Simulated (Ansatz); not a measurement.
Consider the redistribution: `[SiH3][Sn]([SiH3])([Cl])[Cl]` + `C=C[Si](O)(O)F` → `[F][Sn]([SiH3])([Cl])[Cl]` + `C=C[Si](O)(O)[SiH3]`.

Gas-phase electronic energies from Ansatz, PBE0-D4/def2-TZVP geometries. CCSD(T)/CBS adds triple-zeta CCSD(T) − MP2 to the extrapolated MP2 energy (def2 sets, frozen cores). Functionals use def2-TZVPP. B3LYP here is the variant with VWN-RPA as its local correlation; programs differ in this. def2 core potentials past Kr. For Sn outer-core shells are correlated without core-valence functions, which leaves a few kJ/mol of doubt a bond. Each species was taken in one conformer, which may not be the lowest.

```
             level  ΔE (kJ/mol)  difference from CCSD(T)/CBS
            PBE-D4        131.8                        -18.4
         r2SCAN-D4        144.2                         -6.0
           PBE0-D4        145.2                         -5.0
           ωB97M-V        151.4                          1.2
            r2SCAN        144.2                         -6.0
              PBE0        144.7                         -5.5
             B3LYP        144.5                         -5.7
    MP2/def2-TZVPP        158.6                          8.4
SCS-MP2/def2-TZVPP        154.4                          4.2
CCSD(T)/def2-TZVPP        152.4                          2.2
     HF/def2-QZVPP        161.2                         11.0
    MP2/def2-QZVPP        156.6                          6.4
SCS-MP2/def2-QZVPP        152.4                          2.2
      HF/CBS(def2)        160.8                         10.6
     MP2/CBS(def2)        156.4                          6.2
    CCSD/CBS(def2)        154.2                          4.0
       CCSD(T)/CBS        150.2                            0
```

Largest T1 diagnostic among the species: 0.013.

From PBE to PBE0 (25 % exact exchange), in def2-TZVPP and without D4, ΔE moves by +13.4 kJ/mol. In def2-TZVPP, CCSD(T) changes the Hartree–Fock value by −11.1 kJ/mol (the triples alone add −4.0 kJ/mol) and MP2 by −4.9 kJ/mol.

CCSD(T)/CBS has its own doubt, a few kJ/mol and more with outer-core shells, so smaller differences from it don't rank the levels.
